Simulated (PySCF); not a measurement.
Z-matrix (Å, degrees):
```
Sc
O 1 1.8817
H 2 0.9702 1 144.58
O 1 1.8824 2 119.85 3 0.09
H 4 0.9703 1 143.66 2 -179.85
O 1 1.8826 2 120.22 3 -179.22
H 6 0.9704 1 143.96 2 1.79
```
Charge 0, multiplicity 1.

Task: Estimate the charge on the central atom (meta-Löwdin), LUMO, HOMO, dipole moment and charge on the central atom (Mulliken) that TPSSh-D3(BJ)/def2-TZVP // BP86-D3(BJ)/def2-SVP in PySCF returns for this input.

Result: 
The charge on the central atom (meta-Löwdin) comes out as 1.36 e, the LUMO is -1.69 eV and the HOMO comes out as -7.46 eV. The dipole moment is 0.03 D and the charge on the central atom (Mulliken) is 1.42 e.
